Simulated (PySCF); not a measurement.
Start geometry of `S(CCC)(=O)(C)=O` from GFN2-xTB (Å):
```
atom  x, y, z in Å
C1    -2.2482    0.4010    0.1339
C2    -1.4169   -0.6651   -0.5084
C3    -0.0303   -0.1627   -0.8152
S4     0.9512   -0.0073    0.7547
C5     2.6368    0.2032    0.1987
O6     0.8226   -1.2516    1.4640
O7     0.5342    1.1818    1.4571
H8    -3.2215    0.0309    0.4120
H9    -1.7783    0.8264    1.0332
H10   -2.4312    1.2425   -0.5598
H11   -1.8898   -1.0180   -1.4193
H12   -1.3154   -1.5064    0.1842
H13    0.5233   -0.8598   -1.4172
H14   -0.0282    0.8244   -1.2633
H15    2.6770    1.0723   -0.4278
H16    2.9488   -0.6702   -0.3071
H17    3.2495    0.3703    1.0905
```

**Question.** What comes out of this run: PySCF 2.14.0, PBE0-D3(BJ)/def2-TZVP geometry optimisation, gas phase?

**Answer.** 
```
atom  x, y, z in Å
C1    -2.2807    0.4576    0.3122
C2    -1.4529   -0.6089   -0.3844
C3    -0.0384   -0.1759   -0.7467
S4     1.0096   -0.0187    0.6910
C5     2.6269    0.1629   -0.0100
O6     0.9740   -1.2678    1.4049
O7     0.6943    1.2051    1.3791
H8    -3.2932    0.0920    0.4935
H9    -1.8438    0.7446    1.2687
H10   -2.3551    1.3600   -0.3005
H11   -1.9417   -0.9051   -1.3177
H12   -1.3914   -1.5097    0.2321
H13    0.4437   -0.9242   -1.3807
H14   -0.0215    0.7909   -1.2562
H15    2.6475    1.0391   -0.6569
H16    2.8957   -0.7421   -0.5527
H17    3.2980    0.3084    0.8367
```

The energy falls by 15.4 kJ/mol over 8 energy and gradient evaluations, the largest force component goes from 0.0218 to 3.9e-04 Eh/bohr, and the atoms move by 0.098 Å rms after alignment. The bond that changes most is C3–S4 (sp3 carbon bound to sulfur to sulfonyl sulfur), which shortens by 0.072 Å. Bonds longer at the end by more than 0.005 Å: 8 of 16; shorter: 4. Among the angles that change most is C1–C2–C3, from 111.2° to 114.6°. Rotational constants go from 3846, 1558, 1489 to 3876, 1544, 1478 MHz. The orientation of the end geometry is arbitrary; only internal coordinates are fixed.

The run used 283 basis functions and 55 SCF cycles in all. Hardware: 2 threads of an Intel Xeon Platinum 8488C (shared host). Cost: 2.7 min wall, 6.5 min CPU, 1.7 GiB resident at most.

Stationary, but not proved a minimum. The numbers are those of one conformer.
